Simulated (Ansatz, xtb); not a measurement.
**Two isomers of C3H9NaSi**

Structure I: `CC[Si@H](C)[Na]`, a singlet. Structure II: `CCC[SiH2][Na]`, a singlet. Both are isolated molecules in the gas phase, relaxed with PBE-D3(BJ)/def2-SVP; the shapes shown needn't be the lowest conformers.

I (Å):

```json
{"atom": "C", "x (Å)": "0.8115", "y (Å)": "-2.2275", "z (Å)": "0.5115"}
{"atom": "C", "x (Å)": "1.3062", "y (Å)": "-1.0586", "z (Å)": "-0.3495"}
{"atom": "C", "x (Å)": "-1.3532", "y (Å)": "-0.9811", "z (Å)": "-1.9400"}
{"atom": "Na", "x (Å)": "0.8463", "y (Å)": "2.3362", "z (Å)": "-2.4132"}
{"atom": "Si", "x (Å)": "-0.0832", "y (Å)": "0.1206", "z (Å)": "-0.9995"}
{"atom": "H", "x (Å)": "0.2546", "y (Å)": "-1.8639", "z (Å)": "1.4006"}
{"atom": "H", "x (Å)": "0.1207", "y (Å)": "-2.8880", "z (Å)": "-0.0531"}
{"atom": "H", "x (Å)": "1.6446", "y (Å)": "-2.8664", "z (Å)": "0.8790"}
{"atom": "H", "x (Å)": "1.8734", "y (Å)": "-1.4372", "z (Å)": "-1.2296"}
{"atom": "H", "x (Å)": "2.0294", "y (Å)": "-0.4369", "z (Å)": "0.2236"}
{"atom": "H", "x (Å)": "-0.8239", "y (Å)": "0.5362", "z (Å)": "0.2722"}
{"atom": "H", "x (Å)": "-2.2346", "y (Å)": "-0.3866", "z (Å)": "-2.2571"}
{"atom": "H", "x (Å)": "-0.8990", "y (Å)": "-1.4183", "z (Å)": "-2.8536"}
{"atom": "H", "x (Å)": "-1.7212", "y (Å)": "-1.8171", "z (Å)": "-1.3075"}
```

II (Å):

```xyz
14

C     1.3862   -2.1661   -0.8283
C     1.1552   -0.6888   -1.1523
C    -0.3101   -0.3486   -1.4577
Na   -0.5163    0.0694    2.4549
Si   -1.5609   -0.6669   -0.0096
H     0.7973   -2.4765    0.0618
H     1.0619   -2.8143   -1.6695
H     2.4543   -2.3866   -0.6245
H     1.8054   -0.3937   -2.0070
H     1.4989   -0.0685   -0.2893
H    -0.4007    0.7270   -1.7240
H    -0.6521   -0.9184   -2.3511
H    -1.9411   -2.1421   -0.0756
H    -2.8456    0.0158   -0.4588
```

Problem. Which of the two would you expect CCSD(T)/def2-SVP + ΔMP2/def2-TZVPP electronic energies to favour?

Solution. Structure I; the calculation gives E(II) − E(I) = +6.1 kcal/mol.

How the difference moves with the method:

```tsv
level	geometry	E(II) − E(I) (kcal/mol)	departure from the last row (kcal/mol)	job, with rough time for the two
GFN2-xTB	GFN2-xTB	−4.6	−10.7	optimisation, 0.57 s
HF/STO-3G	GFN2-xTB	+9.4	+3.3	single point, 1.2 s
r2SCAN-D4/def2-SVP	GFN2-xTB	+4.4	−1.7	single point, 11 s
PBE-D3(BJ)/def2-SVP	PBE-D3(BJ)/def2-SVP	+4.4	−1.7	optimisation, 95 s
HF/def2-SVP	PBE-D3(BJ)/def2-SVP	+4.2	−1.9	part of the CCSD(T) run
MP2/def2-SVP	PBE-D3(BJ)/def2-SVP	+4.1	−2.0	part of the CCSD(T) run
CCSD(T)/def2-SVP	PBE-D3(BJ)/def2-SVP	+3.4	−2.7	single point
CCSD(T)/def2-SVP + ΔMP2/def2-TZVPP	PBE-D3(BJ)/def2-SVP	+6.1		single point, 99 s
```

As drawn, II has 1 C–C, 1 Si–H in place of 1 C–Si, 1 C–H.

GFN2-xTB puts the two in the other order. The largest departure from CCSD(T)/def2-SVP + ΔMP2/def2-TZVPP is that of GFN2-xTB, 10.7 kcal/mol. The last row adds to CCSD(T) the change of the MP2 difference between the two basis sets, here +2.7 kcal/mol.

With harmonic frequencies from PBE-D3(BJ)/def2-SVP (ideal gas, rigid rotor, one conformer each, 298.15 K, 1 atm): on the last row, ΔE + ΔZPE = +5.8 kcal/mol. A mode under 50 cm⁻¹ makes harmonic enthalpies and free energies unreliable, so none is given.

The correlated steps freeze 9 core orbitals; the last core shell of Na is correlated, in a basis made for valence electrons. Programs: Ansatz 0.2.0, xtb 6.7.1; the last row on 2 threads of Intel(R) Xeon(R) Processor @ 2.50GHz (Skylake/Cascade Lake) on a shared host.
